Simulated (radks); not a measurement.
Neutral scandium inside a hard spherical wall (all orbitals vanish at R), configuration held at [Ar] 3d1 4s2 and not refilled when levels cross. Calculated with a radial shooting solver on a logarithmic mesh with Libxc functionals: non-relativistic Kohn-Sham, PBE, spin-polarised, spherical densities, point nucleus; open shells are filled with parallel spins first. Eigenvalues in eV for spin up, with the zero of energy where the potential of the charges vanishes at infinity; a dash marks a level that is unbound or too diffuse for the functional's potential to be trusted. A positive occupied level is held by the wall or, in an anion where self-interaction has pushed it up, behind a barrier. The pressure on the wall is -dE/dV.

R (bohr)  E (hartree)  kinetic (hartree)    e(3s)    e(3p)   e(4s)   e(3d)  e(4p, empty)  e(5s, empty)  pressure (GPa)
free       -760.39089            759.667  -54.740  -33.923  -4.265  -3.651        -1.539             -               0
20         -760.39089            759.667  -54.740  -33.923  -4.265  -3.651        -1.539             -        < 0.0001
15         -760.39088            759.667  -54.739  -33.922  -4.264  -3.650        -1.533         0.289        < 0.0001
12         -760.39071            759.669  -54.720  -33.904  -4.251  -3.633        -1.490         0.940         0.00319
10         -760.38940            759.680  -54.628  -33.812  -4.181  -3.549        -1.338         2.137          0.0357
8          -760.37975            759.742  -54.206  -33.394  -3.839  -3.168        -0.740         5.232           0.404
7          -760.36097            759.839  -53.648  -32.842  -3.330  -2.667         0.056         8.546            1.41
6          -760.31061            760.057  -52.595  -31.807  -2.207  -1.714         1.695        14.563            5.18
5          -760.17090            760.566  -50.664  -29.924   0.416   0.097         5.280        26.336            21.2
3          -758.12533            766.971  -39.052  -18.478  29.790  13.140        40.152        119.86             834
1.5        -724.22009            855.364   50.491   76.235  337.47  112.14        344.65        779.58           91600
